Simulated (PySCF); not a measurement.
**Electron correlation in He (helium, neutral)**

1s2, closed-shell 1S. Calculation: PySCF 2.14, in aug-cc-pVQZ-DK (5s4p3d2f, 46 functions); the spin-free X2C one-electron Hamiltonian (Gaussian nucleus). Frozen: nothing; 2 electrons correlated.

With two correlated electrons CCSD is exact within the correlated space (frozen core and kept virtual orbitals).

| level | correlation energy (mhartree) |
| --- | --- |
| CCSD | -41.02 |

Diagnostics: T1 = 0.0015, D1 = 0.0021, largest double amplitude 0.034.

Cost of the coupled-cluster step: roughly 0.19 core-seconds, for 2 correlated electrons.

Iterations:

```
CC2 = 0
CCSD nocc = 1, nmo = 46
frozen orbitals []
max_cycle = 100
direct = 0
conv_tol = 1e-08
conv_tol_normt = 1e-06
diis_space = 8
diis_start_cycle = 0
Init t2, MP2 energy = -2.89735641948918  E_corr(MP2) -0.0357336820605786
Init E_corr(CCSD) = -0.0357336820605887
cycle = 1  E_corr(CCSD) = -0.0398462137962904  dE = -0.00411253174  norm(t1,t2) = 0.0109956
cycle = 2  E_corr(CCSD) = -0.0407469908136208  dE = -0.000900777017  norm(t1,t2) = 0.00278475
cycle = 3  E_corr(CCSD) = -0.0410307486900031  dE = -0.000283757876  norm(t1,t2) = 0.000827326
cycle = 4  E_corr(CCSD) = -0.0410234520640109  dE = 7.29662599e-06  norm(t1,t2) = 0.000114004
cycle = 5  E_corr(CCSD) = -0.0410225829516197  dE = 8.69112391e-07  norm(t1,t2) = 9.01785e-06
cycle = 6  E_corr(CCSD) = -0.041022672400906  dE = -8.94492863e-08  norm(t1,t2) = 2.13998e-06
cycle = 7  E_corr(CCSD) = -0.0410226941140071  dE = -2.17131012e-08  norm(t1,t2) = 2.4098e-07
cycle = 8  E_corr(CCSD) = -0.0410226933995882  dE = 7.14418899e-10  norm(t1,t2) = 2.98695e-08
CCSD converged
E(CCSD) = -2.902645430828187  E_corr = -0.04102269339958822
```
